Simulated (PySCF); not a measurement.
**Multinuclear NMR of C$_{4}$H$_{10}$OSi**

Geometry (Å), atoms numbered from 1 in this order:
```xyz
16

C    -2.8237    0.4593    0.6966
C    -1.6410    0.0400    1.1096
C    -0.9062   -1.1184    0.5371
Si    0.5502   -0.5582   -0.5493
O     1.5051    0.2292    0.4981
C     2.7198    0.8659    0.2442
H    -3.3577   -0.0457   -0.0924
H    -3.3115    1.3160    1.1297
H    -1.1245    0.5665    1.9013
H    -1.5753   -1.7211   -0.0751
H    -0.5338   -1.7490    1.3448
H     1.2491   -1.7097   -1.1357
H     0.1092    0.3211   -1.6375
H     3.4464    0.1656   -0.1747
H     2.5863    1.6893   -0.4615
H     3.1000    1.2581    1.1883
```

Level of theory: geometry from GFN2-xTB, shielding tensors at PBE0/pcSseg-1 (GIAO), in PySCF (fast rotation and ring inversion assumed for equivalent nuclei, no relativistic terms, a single conformation, gas phase).

**Question.** Predict the 29Si NMR data.

**Answer.** 
| atoms | environment | σ (ppm) | δ (ppm) |
| --- | --- | --- | --- |
| Si4 | silicon bonded to C, O, 2 H | 361.8 | -17.5 |

Shieldings were converted by a linear fit to measured shifts: 29Si (scatter 8.9 ppm rms, 25.8 ppm with the 6 outliers that the fit left out vs TMS, solution or neat liquid). Occasional misses reach two or three times the rms, and more in compound classes unlike the fitted ones.

On a 300 MHz spectrometer 29Si resonates near 59.6 MHz, so 1 ppm is 59.6 Hz.

**Question.** Predict the 17O NMR data.

**Answer.** 
```tsv
atoms	environment	σ (ppm)	δ (ppm)
O5	oxygen bonded to C, Si	340.6	-43.5
```

Shieldings were converted by a linear fit to measured shifts: 17O (scatter 10.7 ppm rms, 12.2 ppm with the 3 outliers that the fit left out vs liquid water, solution or neat liquid). A few per cent of atoms miss by over 2 rms, more outside the fitted compound classes.

On a 400 MHz spectrometer 17O resonates near 54.2 MHz, so 1 ppm is 54.2 Hz.
